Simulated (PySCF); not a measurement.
Deprotonation sites of acetophenone

Molecule: acetophenone, `CC(=O)c1ccccc1` (C8H8O). Coordinates in Å; atoms count from 1 in this order:
```
C    -2.6388   -0.1386    0.6484
C    -1.6895    0.5615   -0.2921
O    -2.0920    1.3728   -1.0967
C    -0.2303    0.2331   -0.2112
C     0.2919   -0.6956    0.6973
C     1.6599   -0.9578    0.7260
C     2.5154   -0.2943   -0.1522
C     2.0023    0.6329   -1.0615
C     0.6378    0.8940   -1.0899
H    -2.6027   -1.2294    0.5031
H    -2.3710    0.0612    1.6974
H    -3.6559    0.2224    0.4554
H    -0.3679   -1.2213    1.3905
H     2.0605   -1.6834    1.4375
H     3.5883   -0.5005   -0.1284
H     2.6729    1.1526   -1.7499
H     0.2046    1.6130   -1.7886
```

Level of theory: ωB97X-D3(BJ)/ma-def2-SVP single points in PySCF, grid level 2; every species was optimised with PBE0-D3(BJ)/def2-SVP. ωB97X-D3(BJ) is ωB97X-V with D3(BJ) in place of VV10. Thermal corrections: GFN2-xTB frequencies, unscaled, ideal gas at 298.15 K and 1 bar, quasi-RRHO entropy. These were taken at the GFN2-xTB minima.

| site | product | ΔH(acid) / kJ/mol | ΔG(acid) / kJ/mol | gas share | above best in water / kJ/mol | above best in ethanol / kJ/mol |
| --- | --- | --- | --- | --- | --- | --- |
| C1 (carbon α to the carbonyl-type group) | `[CH2-]C(=O)c1ccccc1` | 1531 | 1501 | > 99.9 % | 0.0 | 0.0 |
| C5 (aromatic carbon) | `CC(=O)c1[c-]cccc1` | 1628 | 1595 | < 0.1 % | 113.6 | 112.8 |
| C7 (aromatic carbon) | `CC(=O)c1cc[c-]cc1` | 1644 | 1610 | < 0.1 % | 113.2 | 113.2 |
| C6 (aromatic carbon) | `CC(=O)c1c[c-]ccc1` | 1649 | 1616 | < 0.1 % | 118.7 | 118.5 |

ΔH and ΔG refer to AH → A⁻ + H⁺ in the gas phase. Shares are Boltzmann weights among the listed products; an error of 10 kJ/mol changes a ratio about 56-fold. Sites whose products fell apart, merged with another or lost in a GFN2-xTB screen aren't listed. Values in solvent are IEF-PCM free energies relative to the most favourable product.

Of the listed sites C1 (carbon α to the carbonyl-type group) is favoured in the gas phase, 94 kJ/mol ahead of C5 in free energy.

In water the product from C1 is solvated 225 kJ/mol more strongly than the parent (electrostatics only).

In ethanol the product from C1 is solvated 218 kJ/mol more strongly than the parent (electrostatics only).

Caveats: structures of the anions come from def2-SVP, which lacks diffuse functions; ma-def2-SVP is a small basis, whose errors can reach tens of kJ/mol; the order of C5 and C7, of C7 and C6 is undecided: the gaps lie inside the method's error (some 20 kJ/mol, one structure a species).
